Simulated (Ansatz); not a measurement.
Name a neutral molecule of B, C, O, S and H with LUMO energy (PBE0/def2-TZVPP) between -0.15 and 0.15 eV and HOMO energy (PBE/def2-TZVPP) between -6.35 and -6.05 eV (Ansatz, PBE0-D4/def2-TZVP geometry).

`OB1OC1S` (0.03 eV, -6.14 eV); `CCOBS` (0.01 eV, -6.27 eV); `OB1OCS1` (0.00 eV, -6.18 eV); `OBSCO` (-0.07 eV, -6.18 eV). Other molecules can fit too; these were computed, each in one conformer that needn't be the lowest.
